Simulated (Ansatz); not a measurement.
Bi₂F₆. Charge 0, multiplicity 1. Geometry PBE-D4/def2-SVP.

Cartesian coordinates in Å:
```
Bi 0.234 -0.998 -1.727
Bi 0.346 1.196 0.980
F -0.288 0.191 2.663
F -1.198 2.541 0.966
F -0.265 -2.935 -1.213
F 1.677 -0.886 -0.214
F -1.009 -0.344 -0.065
F 0.502 1.235 -1.389
```

In the def2 sets Bi takes a core potential; there is no spin–orbit coupling. Another isomer (singlet) lies 0.36 eV lower at PBE0-D4/def2-TZVP; other spin states weren't run for this one.

Estimate the orbital energies around the gap (eV) in Ansatz with PBE-D4/def2-SVP, r2SCAN-D4/def2-TZVP, PBE0-D4/def2-SVP, PBE0-D4/def2-TZVP, ωB97M-V/def2-TZVP.


```csv
orbital,PBE-D4/def2-SVP,r2SCAN-D4/def2-TZVP,PBE0-D4/def2-SVP,PBE0-D4/def2-TZVP,ωB97M-V/def2-TZVP
HOMO−5,-8.42,-9.43,-10.48,-10.93,-13.46
HOMO−4,-8.33,-9.39,-10.44,-10.92,-13.46
HOMO−3,-8.05,-9.08,-10.06,-10.58,-13.12
HOMO−2,-8.00,-8.99,-9.98,-10.49,-13.01
HOMO−1,-7.90,-8.97,-9.84,-10.24,-12.52
HOMO,-7.50,-8.41,-9.14,-9.56,-11.75
LUMO,-3.67,-3.89,-3.12,-3.35,-1.52
LUMO+1,-2.82,-3.05,-2.23,-2.51,-0.62
LUMO+2,-2.19,-2.28,-1.51,-1.83,-0.07
LUMO+3,-1.59,-1.77,-0.91,-1.31,0.44
LUMO+4,-1.34,-1.56,-0.62,-1.06,0.78
LUMO+5,-0.74,-0.95,0.00,-0.48,1.32
```
